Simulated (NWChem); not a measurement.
Species: C2H6BNO; SMILES C(B(O)N)=C

```xyz
11

B      0.0074    -0.4895     0.0014
C     -0.6730     0.9206     0.0048
C      0.0130     2.0710    -0.0037
H     -1.7646     0.9841     0.0138
H     -0.4705     3.0468    -0.0019
H      1.1009     2.0743    -0.0127
O      1.3885    -0.5392     0.0019
H      1.7353    -1.4418    -0.0012
N     -0.7927    -1.6609    -0.0025
H     -0.4360    -2.6066    -0.0057
H     -1.8014    -1.6188    -0.0038
```
Atoms are numbered in this order, from 1.

Results from NWChem. Structure relaxed at the B3LYP/6-31G* (spherical d) level.

For level PBE/def2-SVP:

- highest occupied level (eV) = -5.91
- orbital gap (eV) = 4.91

### Question
How do the values read with level TPSSh/def2-SVP instead?

### Answer
The highest occupied level (eV) comes out as -6.47 and the orbital gap (eV) comes out as 6.00.
